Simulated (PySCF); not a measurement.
## Excitation energy of C by level of theory

C [He] 2s2 2p2 (3P) → C [He] 2s2 2p1 3s1 (3P), as a difference of total energies. All numbers are calculated (PySCF 2.14, scalar relativity by spin-free X2C-1e, in dyall-acv3z (15s9p4d2f, 76 functions)). Correlated levels: valence: 1s2 frozen; valence and next inner shell: nothing frozen; virtual orbitals above 40 to 60 times the deepest correlated orbital energy dropped. The calculations carry no spin-orbit coupling.

Task: Order these methods by the excitation energy they give, lowest first.
A. SCS-MP2 (valence and next inner shell)
B. UHF
C. LDA
D. r2SCAN

Result: B (7.410 eV), A (7.594 eV), C (7.908 eV), D (8.050 eV).

Errors of the correlated levels include the incompleteness of this basis and the frozen core.

The promoted electron is Rydberg-like, and one or two diffuse shells describe it only roughly, which tends to raise the upper state.

For comparison: 7.482 eV (measured; NIST levels, between the centres of gravity of the two terms).
